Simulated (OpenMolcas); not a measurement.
Rh3+ among 3 point charges of -1 e arranged as a planar triangle (D3h), 2.1 Å from the ion.

```
Program             : OpenMolcas
Method              : SS-CASPT2, IPEA 0.25 Eh, imaginary shift 0.1 Eh (closed shells correlated: 4s 4p)
Basis               : ANO-RCC-VTZP [7s6p4d2f1g]
Scalar Hamiltonian  : DKH2, point nucleus
Active space        : 6 electrons in 5 orbitals (4d)
State averaging     : 2S+1 = 5 even, 5 roots; 2S+1 = 3 even, 45 roots; 2S+1 = 1 even, 50 roots
Spin-orbit coupling : state interaction with AMFI integrals over the reference wave functions
```

(1) What is the spin-free ground state (labels of D3, the rotations of D3h)?

(2) Where is the first state of the same spin?

(3) What are the lowest two levels with spin-orbit coupling?

(4) What is χT at 300 K, and how does it compare with the textbook value?

## Answers

(1) 5A1, 1-fold in its orbital part, 100 % from free-ion D terms; it has the highest spin that d6 allows.

(2) 5E at 819 cm-1 above the ground state.

(3) A 1-fold level A1, then a 2-fold level E 84 cm-1 above it. Their leading multiplicities are 5 (98 %) and 5 (98 %).

(4) The lowest level has 2S+1 = 5, for which the spin-only value is χT = S(S+1) / 2 = 3.000 cm3 K/mol (g = 2). The computed 5.091 at 300 K differs by +2.091, through orbital momentum, spin-orbit coupling and any other state in reach.

Roots that are degenerate in the reference are averaged as groups; the widest CASPT2 spread within a group is 150 cm-1 (the 2-fold group of multiplicity 5 near 5660 cm-1 above the lowest state of its run). Shifts and gaps below about the spread of the groups concerned are not significant. Spin-orbit coupling mixes the spin-free states strongly: the lowest level takes only 67 % from its leading state, 5A1. Point charges give a weaker field than real ligands, and real ions of this kind are as a rule low spin; the high spin found here belongs to the model. Free-ion shares, where given, are those of the reference states; single-state CASPT2 does not remix them. Point charges carry no covalency, so the field is a model and not that of real ligands. No measured value stands beside these numbers.
